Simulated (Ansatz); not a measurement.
Harmonic frequencies (cm⁻¹) at PBE0-D4/def2-TZVP from Ansatz: 43, 83, 128, 238, 264, 297, 334, 422, 502, 513, 616, 694, 714, 764, 771, 820, 866, 940, 1270, 1348, 1443, 1448, 1572, 2735, 2782, 3051, 3126, 3175, 3617, 3724.

Each molecule was computed in one conformer, which needn't be the lowest.

Task: Which molecule is it?
A. `C[Si]1(N)BB1`
B. `[OH][SnH2][O][SiH3]`
C. `C/C=N\[SiH3]`
D. `CC1=CB(Cl)C1`

Result: A.
